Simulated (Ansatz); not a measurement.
The cluster Ge₄O₅ (the lowest singlet isomer of a short search). Charge 0, multiplicity 1. Geometry PBE-D4/def2-SVP, basis def2-TZVP, Ansatz.

```xyz
9

Ge    1.8351    2.0526   -1.8129
Ge   -2.5652   -1.0166    0.1934
Ge    0.1489   -1.6934    2.1839
Ge    0.3598    0.4065   -0.3509
O     0.9586   -0.5031    1.0523
O    -1.5447   -1.7414    1.5162
O     1.4046    0.2456   -1.8294
O     0.7614    2.1784   -0.3025
O    -1.3586    0.0714   -0.6501
```

```json
{"run": "A", "HOMO (eV)": "-6.78", "LUMO (eV)": "-3.16"}
{"run": "B", "HOMO (eV)": "-6.40", "LUMO (eV)": "-3.08"}
{"run": "C", "HOMO (eV)": "-7.55", "LUMO (eV)": "-2.40"}
{"run": "D", "HOMO (eV)": "-6.49", "LUMO (eV)": "-3.18"}
```

The structure comes from a short search, and lower isomers may exist.

Q: The runs used PBE, PBE0, r2SCAN, revPBE. Estimate which is which.

A: A r2SCAN (0 % exact exchange); B revPBE (0 % exact exchange); C PBE0 (25 % exact exchange); D PBE (0 % exact exchange). Exact exchange lowers occupied and raises empty levels; among semilocal functionals meta-GGAs tend to open the gap a little, and such runs are hard to tell apart. The gap grows from 3.30 eV (PBE) to 5.15 eV (PBE0).
